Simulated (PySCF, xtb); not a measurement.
Te(H)(tBu) (C4H10Te), SMILES CC(C)(C)[TeH].

Harmonic wavenumbers (cm⁻¹) from GFN2-xTB (xtb) at its own minimum, in rising order: 124, 226, 227, 241, 268, 273, 277, 381, 385, 525, 613, 869, 969, 970, 973, 1037, 1039, 1183, 1239, 1244, 1412, 1414, 1433, 1489, 1493, 1493, 1505, 1510, 1511, 1923, 2984, 2988, 2996, 3011, 3018, 3018, 3022, 3023, 3025.

What does PBE0-D3(BJ)/def2-SVP in PySCF give at its own minimum? (Estimate from the structure and the level; the computed values follow.)

144, 227, 241, 258, 260, 297, 306, 381, 384, 511, 638, 836, 948, 953, 957, 1037, 1037, 1169, 1253, 1253, 1382, 1382, 1404, 1441, 1451, 1454, 1467, 1472, 1483, 2139, 3030, 3033, 3039, 3126, 3127, 3129, 3151, 3163, 3165. Paired by order, the mean absolute difference is 43 cm⁻¹ and the zero-point energies are 79.1 and 80.2 kcal/mol.
